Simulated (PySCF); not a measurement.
Simulation results for BH5NSi

Calculation on a computer-drawn molecule: the log of a Hartree-Fock and frozen-core CCSD(T) single point meant for a local Hartree-Fock minimum, with one planted fault or none, to be diagnosed. Offsets are logged minus clean, where the clean run is the same molecule without the fault. The reference is restricted for singlets and unrestricted otherwise, and also for a bond in bohr or an excited solution. Adding or removing an electron swaps singlet and doublet. The excited solution moves the top pair (singlet) or top alpha electron (doublet) to the lowest empty orbital. Highest occupied and lowest empty are orbital energies over both spins, largest force is the largest gradient component, triples share is (T) over the correlation energy, the T1 limit is 0.02 restricted and 0.045 unrestricted, electrons count all cores, a negative frequency is imaginary (commonest isotopes), and the dipole is about the centre of nuclear charge. Program: PySCF 2.14.0.

```json
{"formula": "BH5NSi", "logged_structure": {"atoms_angstrom": [["N", -0.0772, 2.1605, -0.7387], ["B", 1.1209, 1.4737, -0.3898], ["Si", 1.9866, 0.0041, -1.5], ["H", -0.6379, 1.8836, -1.5143], ["H", -0.4145, 2.9666, -0.2605], ["H", 1.6721, 1.9504, 0.5911], ["H", 2.3741, -1.0147, -0.4288], ["H", 0.7707, -0.7127, -2.1058]]}, "given": {"meant_charge": -1, "meant_multiplicity": 1, "meant_basis": "aug-cc-pV(D+d)Z", "logged_electrons": 32, "logged_basis_functions": 123, "logged_SCF_converged": "yes", "logged_spin_squared": 0.0, "logged_highest_occupied [eV]": -1.4859, "logged_lowest_empty [eV]": 3.5211, "logged_largest_force [hartree/bohr]": 1.8577e-05, "logged_lowest_frequency [cm^-1]": 199.84, "logged_T1_diagnostic": 0.018389, "logged_D1_diagnostic": 0.061179, "logged_triples_share": 0.035257, "logged_CC_converged": "yes", "logged_dipole_magnitude [debye]": 6.6525, "logged_SCF_stable_within_its_kind": "yes", "logged_energy_HF [hartree]": -370.98679, "logged_energy_CCSD(T) [hartree]": -371.44252, "possible_faults": "no fault, one electron removed, one electron added, multiplicity raised by two, geometry at a saddle point, SCF held on an excited solution, minimal basis STO-3G, one bond length entered in bohr, all coordinates scaled", "drawn_bonds_atom": [1, 2, 1, 1, 2, 3, 3], "drawn_bonds_other_atom": [2, 3, 4, 5, 6, 7, 8], "drawn_bonds_order": [1, 1, 1, 1, 1, 1, 1]}, "results": {"planted_fault": null}}
```

## Withheld values
1. BH5NSi: planted fault?

## Answers
1. no fault

Further results for BH5NSi:

| Property | Result |
| --- | --- |
| HF energy offset from clean run | 0 kcal/mol |
| CCSD(T) energy offset from clean run | 0 kcal/mol |
